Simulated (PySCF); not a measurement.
This PySCF input asks for the NMR shieldings of `F[Si@H]1[C@H]([SiH2][SiH2]C)CC1`, C₄H₁₃FSi₃; the geometry comes from GFN2-xTB.

```python
import basis_set_exchange as bse
import numpy as np
from pyscf import gto, dft
from pyscf.prop import nmr

atoms = """
C    -3.088735   -0.525180    0.989570
Si   -2.425485    1.021159    0.103639
Si   -0.666088    0.440899   -1.278652
C     0.977536    0.560295   -0.330215
C     2.247237    0.094800   -1.087993
C     2.950620   -0.704837    0.030540
Si    1.381014   -0.631403    1.100900
F     1.540185    0.048675    2.564458
H    -2.329961   -0.958485    1.635408
H    -3.388642   -1.288302    0.276604
H    -3.952942   -0.297151    1.606367
H    -3.551760    1.627597   -0.624267
H    -2.053411    1.994772    1.142425
H    -0.542452    1.277626   -2.484912
H    -0.747584   -0.942937   -1.785463
H     1.103489    1.593771    0.003423
H     2.843212    0.918582   -1.478367
H     1.986849   -0.555873   -1.922290
H     3.316742   -1.676880   -0.289404
H     3.794995   -0.160095    0.449373
H     0.596260   -1.820091    1.378386
"""
names = dict.fromkeys(["C", "Si", "F", "H"], "pcSseg-1")
basis = {el: gto.basis.parse(bse.get_basis(n, elements=[el], fmt="nwchem")) for el, n in names.items()}
mol = gto.M(atom=atoms, basis=basis, charge=0, verbose=0)
mf = dft.RKS(mol, xc="PBE0")
mf.grids.level = 2
mf.grids.alignment = dft.numint.BLKSIZE   # the property module wants whole blocks of grid points
mf.conv_tol = 1e-9
mf.kernel()

calc = nmr.RKS(mf)   # GIAO
C = mf.mo_coeff
Co = C[:, mf.mo_occ > 0]
resp = mf.gen_response(singlet=True, hermi=2)
def vind(x):   # induced exchange potential for any number of trial vectors
    d = np.einsum("pi,xij,qj->xpq", C, 2 * x.reshape(-1, C.shape[1], Co.shape[1]), Co, optimize=True)
    return np.einsum("xpq,pi,qj->xij", resp(d - d.transpose(0, 2, 1)), C, Co, optimize=True).ravel()
mo1, _ = nmr.rhf.solve_mo1(calc, with_cphf=vind)
sigma = calc.kernel(mo1)
for i, s in enumerate(sigma):   # ppm
    w = np.linalg.eigvalsh((s + s.T) / 2)
    print("%2d %-2s iso %8.1f  s11 %8.1f  s22 %8.1f  s33 %8.1f" % (i, mol.atom_pure_symbol(i), w.mean(), *w))
```

Task: Give the expected output.

Result: 
```
 0 C  iso    195.1  s11    189.2  s22    196.9  s33    199.4
 1 Si iso    430.7  s11    412.5  s22    414.5  s33    465.1
 2 Si iso    422.1  s11    389.3  s22    407.2  s33    469.6
 3 C  iso    165.2  s11    128.3  s22    175.2  s33    192.1
 4 C  iso    163.6  s11    151.8  s22    156.3  s33    182.6
 5 C  iso    161.0  s11    123.6  s22    174.5  s33    184.9
 6 Si iso    320.1  s11    278.3  s22    298.6  s33    383.3
 7 F  iso    341.4  s11    302.7  s22    345.0  s33    376.6
 8 H  iso     31.6  s11     26.4  s22     30.3  s33     38.0
 9 H  iso     31.6  s11     27.0  s22     29.2  s33     38.7
10 H  iso     31.3  s11     26.1  s22     27.8  s33     39.9
11 H  iso     27.8  s11     24.0  s22     25.7  s33     33.7
12 H  iso     27.9  s11     24.7  s22     26.3  s33     32.5
13 H  iso     27.7  s11     23.7  s22     26.1  s33     33.3
14 H  iso     27.9  s11     25.1  s22     26.8  s33     31.8
15 H  iso     29.9  s11     26.3  s22     29.7  s33     33.7
16 H  iso     29.4  s11     24.8  s22     27.4  s33     36.0
17 H  iso     30.0  s11     25.6  s22     30.3  s33     34.1
18 H  iso     29.9  s11     25.3  s22     27.4  s33     37.1
19 H  iso     29.6  s11     25.9  s22     27.3  s33     35.6
20 H  iso     26.2  s11     23.4  s22     24.7  s33     30.3
```

These numbers come from an equivalent density-fitted implementation of the same equations, which agrees with the script to about 0.01 ppm for H and up to a few tenths of a ppm for heavy atoms, so last digits may differ.

Task: Turn these shieldings into chemical shifts. Chemical shifts δ = σref − σ; TMS for ¹³C (186.93 ppm), ²⁹Si (349.16 ppm), ¹H (31.72 ppm); CFCl3 for ¹⁹F (170.95 ppm), all at this level.

Result: Averaging equivalent atoms: C 5: 25.9; C 4: 23.4; C 3: 21.7; C 0: -8.2; Si 6: 29.1; Si 2: -72.9; Si 1: -81.6; F 7: -170.5; H 20: 5.56; H 13: 4.01; H 11: 3.91; H 12: 3.87; H 14: 3.80; H 16: 2.34; H 19: 2.13; H 15: 1.82; H 18: 1.81; H 17: 1.71; H 8/9/10: 0.24 ppm. Unscaled 19F shifts against computed CFCl3 carry errors that often reach 10 to 50 ppm.

Size and cost of the density-fitted run: 222 basis functions, 85 s wall time on 1 thread of an Arm Neoverse N1, shared host; peak memory 1.1 GiB.
